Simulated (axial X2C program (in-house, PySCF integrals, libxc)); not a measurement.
**CsI: computed against measured constants**

Computed with an in-house relativistic program for diatomic molecules. Spin-free means the one-electron spin-free X2C Hamiltonian; two-component (2c) means X2C with spin–orbit coupling and atomic mean-field two-electron Coulomb and Gaunt terms, so the difference of the two also holds small scalar two-electron terms. Basis: Cs dyall-v2z [12s13p7d], I dyall-v2z [9s9p7d] (cores contracted in-house); Gaussian nuclei, density fitting, unrestricted open shells. Masses: Cs 132.905 u, I 126.904 u.

```tsv
Hamiltonian	level	Re (Å)	ωe (cm⁻¹)	ωexe (cm⁻¹)	De (eV)
spin-free	PBE0	3.318	121.3	0.252	3.58
spin-free	HF	3.447	111.6	0.222	2.76
spin-free	MP2	3.386	117.6	0.221	3.20
spin-free	M06	3.335	120.9	0.247	3.51
spin-free	PBEsol	3.276	124.8	0.259	3.69
2c	PBE0	3.320	121.1	0.253	3.28
2c	HF	3.448	111.4	0.222	2.44
2c	MP2	3.387	117.4	0.221	2.91
2c	M06	3.337	120.6	0.248	3.22
2c	PBEsol	3.278	124.4	0.261	3.38
```

De refers to Cs + I.

Correlated methods: 16 electrons correlated (number of frozen shells: Cs 4 s, 3 p, 2 d; I 4 s, 3 p, 2 d), 138 virtual spin orbitals or spinors in MP2.

Measured (Huber and Herzberg, Constants of Diatomic Molecules, 1979; state 1Σ+): Re (Å) 3.31519, ωe (cm⁻¹) 119.178, ωexe (cm⁻¹) 0.2505.

Work out the error of each level, computed minus measured.



| Hamiltonian | level | Re (Å) | ωe (cm⁻¹) | ωexe (cm⁻¹) |
| --- | --- | --- | --- | --- |
| spin-free | PBE0 | 0.003 | 2.1 | 0.00 |
| spin-free | HF | 0.132 | -7.6 | -0.03 |
| spin-free | MP2 | 0.071 | -1.6 | -0.03 |
| spin-free | M06 | 0.020 | 1.7 | 0.00 |
| spin-free | PBEsol | -0.039 | 5.6 | 0.01 |
| 2c | PBE0 | 0.005 | 1.9 | 0.00 |
| 2c | HF | 0.133 | -7.8 | -0.03 |
| 2c | MP2 | 0.072 | -1.8 | -0.03 |
| 2c | M06 | 0.022 | 1.4 | 0.00 |
| 2c | PBEsol | -0.037 | 5.2 | 0.01 |

Occupations by symmetry block were frozen at the best pattern of an incomplete PBE0 search. The closed shell is kept restricted, so the energy runs too high when the bond is stretched far. Dissociation energies refer to the lowest single-determinant-based atoms at the same level and basis. The functionals have no current-density term, which raises determinants with orbital currents, atoms included.
